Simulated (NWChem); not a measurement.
ZnCl2; SMILES [Cl][Zn][Cl]

Results from NWChem. Pople sets run with spherical d functions. The geometry was optimised at PBE0/def2-SVP. Level M06-2X/6-31G*: energy and gradient on several grids; changes count from the extra-fine grid, which is no exact limit either.

Which is the coarsest grid (xfine; fine; coarse; xcoarse; medium) from which on the energy stays within 500 μHa and each gradient component within 500 μHa/bohr of xfine?

coarse.
| grid | size of the energy change (μHa) | largest change of a gradient component (μHa/bohr) |
|---|---|---|
| xcoarse | 1000 | 300 |
| coarse | 60 | < 30 |
| medium | < 10 | < 30 |
| fine | < 10 | < 30 |
| xfine | < 10 | < 30 |
